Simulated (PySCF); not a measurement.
## Electron correlation in As⁺ (arsenic, charge +1)

[Ar] 3d10 4s2 4p2, high-spin 3P determinant. Calculation: PySCF 2.14, in aug-cc-pVDZ-DK (6s5p3d, 36 functions); the spin-free X2C one-electron Hamiltonian (Gaussian nucleus). Frozen: [Ar] 3d10; 4 electrons correlated.

MP2 pair energies summed by pair of shells (mhartree):

```csv
pair,energy,share (%)
4s-4p,-25.59,59.8
4s-4s,-12.84,30.0
4p-4p,-4.33,10.1
```

Total MP2 correlation energy: -42.76 mhartree.

Same-spin part -7.13 and opposite-spin part -35.63 mhartree; SCS-MP2 scales them by 1/3 and 6/5 to -45.13 mhartree.

| level | correlation energy (mhartree) |
| --- | --- |
| CCSD | -59.12 |
| (T) | -0.72 |
| CCSD(T) | -59.84 |

Diagnostics: T1 = 0.0069, D1 = 0.0191, largest double amplitude 0.093.

Cost of the coupled-cluster step: 0.15 s of wall time on 1 thread of Neoverse-V2 (shared host), for 4 correlated electrons.
